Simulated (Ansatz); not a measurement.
System: C₃H₈BCl₂N, charge 0, multiplicity 1. SMILES: CC(C)NB(Cl)Cl
Structure (B3LYP-D3(BJ)/def2-TZVP (Ansatz, an electronic-structure program) minimum search):
```
C
H 1 1.0924
N 1 1.4766 2 104.97
H 3 1.0079 1 113.49 2 0.00
B 3 1.3844 4 115.15 1 -180.00
C 1 1.5274 2 107.60 3 119.32
H 6 1.0893 1 111.10 2 178.92
H 6 1.0906 7 108.37 1 -121.84
H 6 1.0914 7 108.19 8 -117.33
C 1 1.5274 2 107.60 3 -119.32
H 10 1.0893 1 111.10 2 -178.92
H 10 1.0906 11 108.37 1 121.84
H 10 1.0914 11 108.19 12 117.33
Cl 5 1.7731 3 123.60 4 -180.00
Cl 5 1.7807 3 118.73 4 0.00
```
Charge 0, spin multiplicity 1.

Atomisation energy built up term by term with Ansatz (kcal/mol; UHF references for open shells; valence terms freeze the core; atomic spin-orbit terms are left out). CBS(X,Y): correlation extrapolated as X^-3; Hartree-Fock from the larger set.

```json
[
 {"term": "Hartree-Fock", "basis": "cc-pV(Q+d)Z", "kcal/mol": "1047.04"},
 {"term": "CCSD correlation", "basis": "CBS(cc-pV(T+d)Z,cc-pV(Q+d)Z)", "kcal/mol": "…"},
 {"term": "(T)", "basis": "CBS(cc-pV(T+d)Z,cc-pV(Q+d)Z)", "kcal/mol": "…"},
 {"term": "core correlation", "basis": "cc-pwCVTZ", "kcal/mol": "5.91"},
 {"term": "scalar relativity (X2C)", "basis": "cc-pVTZ-DK against cc-pVTZ", "kcal/mol": "-1.40"},
 {"term": "sum: De", "basis": "", "kcal/mol": "…"}
]
```

**Question.** Complete the blanks.

**Answer.** 
- CCSD correlation, kcal/mol: 332.32
- (T), kcal/mol: 23.61
- sum: De, kcal/mol: 1407.5
